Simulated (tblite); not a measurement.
Species: C6H13Si (doublet state).
Structure used (GFN2-xTB), in Å, numbered top down from 1:
```
atom  x, y, z in Å
C1    -2.4776    0.0300   -0.8149
C2    -1.3192    0.3461    0.1335
C3    -0.2592    1.1656   -0.5064
Si4    1.4286    0.7234    0.1009
C5     2.5717   -0.0611   -1.2076
C6     0.6924   -0.5608    1.3089
C7    -0.6622   -0.9217    0.7009
H8    -3.2333   -0.5669   -0.3087
H9    -2.9418    0.9466   -1.1719
H10   -2.1127   -0.5292   -1.6739
H11   -1.7313    0.9221    0.9790
H12   -0.5601    1.9571   -1.1727
H13    2.1581    1.8033    0.7889
H14    3.4900   -0.4229   -0.7555
H15    2.0945   -0.8970   -1.7108
H16    2.8418    0.6701   -1.9626
H17    0.5447   -0.1129    2.2915
H18    1.2962   -1.4541    1.4539
H19   -1.3185   -1.4035    1.4292
H20   -0.5073   -1.6234   -0.1217
```

Computed with GFN2-xTB (tblite): harmonic, unscaled wavenumbers at the GFN2-xTB geometry, gas phase. Against measured fundamentals such values can be off by several per cent, at times by over 20. Modes of hydrogen on silicon can be 10 to 20 % off. One conformer, not necessarily the lowest. Open shells enter through the occupations alone, without spin polarisation, and single modes of such species can be off by tens of per cent.

Harmonic wavenumbers (cm⁻¹): 67.3, 117.5, 124.1, 175.7, 209.8, 230.7, 303.4, 384.1, 424.1, 478.2, 509.1, 570.8, 637.0, 666.5, 748.7, 771.9, 798.3, 835.9, 858.6, 881.8, 934.6, 976.2, 1016.3, 1050.4, 1067.4, 1107.5, 1150.1, 1200.8, 1219.3, 1257.8, 1271.8, 1285.4, 1333.6, 1361.4, 1404.0, 1483.9, 1489.7, 1491.8, 1498.3, 1501.4, 1505.7, 2156.7, 2809.1, 2955.9, 2974.6, 2988.8, 3011.3, 3026.8, 3029.0, 3034.3, 3038.0, 3041.7, 3048.8, 3087.8.

A = 3636, B = 1466, C = 1280 MHz; mass 113.079 u (most abundant isotopes); point group C1, symmetry number 1; spin multiplicity 2.

What is the zero-point energy?

Half the sum of the wavenumbers: 37302 cm⁻¹ = 446.23 kJ/mol.

Entropy at 298.15 K, 1 bar (ideal gas, RRHO, classical rotation)?

Translation 167.82, rotation 118.18, vibration 103.17, spin (R ln 2) 5.76: S = 394.9 J/(mol K).

And Cp and H(298.15 K) − H(0)?

Cp = 155.55 J/(mol K), of which vibrations give 122.30 (their classical limit is 54 R = 449.0); H(298.15 K) − H(0) = 27.20 kJ/mol without the zero-point energy, 17.28 from vibrations.

How do the functions run with temperature in this model?

```tsv
T (K)	S (J/(mol K))	Cp (J/(mol K))	H − H(0) (kJ/mol)	G − H(0) (kJ/mol)	ln q(vib)
150	313.1	91.4	9.01	-37.95	2.09
250	369.5	133.8	20.23	-72.15	4.32
400	446.9	199.9	45.33	-133.44	7.86
600	541.9	269.1	92.64	-232.50	12.72
900	664.9	337.0	184.36	-414.08	19.83
```

q(vib) and H(0) count from the zero-point level.

Which modes carry the vibrational entropy at 298.15 K?

67.3 cm⁻¹: 17.70; 117.5 cm⁻¹: 13.14; 124.1 cm⁻¹: 12.70; 175.7 cm⁻¹: 9.93; 209.8 cm⁻¹: 8.56; 230.7 cm⁻¹: 7.84 J/(mol K); the other 48 give 33.29 together.

Blend soft modes into free rotors: weight 1/[1 + (100 cm⁻¹/ν̃)⁴] for the oscillator and the rest for a rotor with moment μB/(μ + B), μ = h/(8π²ν), B = 10⁻⁴⁴ kg m². What vibrational entropy results?

98.68 J/(mol K) in place of 103.17, which changes −T·S at 298.15 K by +1.34 kJ/mol.

What must be added to the electronic energy to get the Gibbs energy at 298.15 K and 1 bar?

ZPE + [H(298.15 K) − H(0)] − T·S = 446.23 + 27.20 − 117.75 = 355.68 kJ/mol.

Hindered rotation and anharmonicity are outside this model. Other conformers, if any are populated, would add a mixing term that is left out. The structure is chiral; the term R ln 2 for an equal mix with its mirror image is left out.
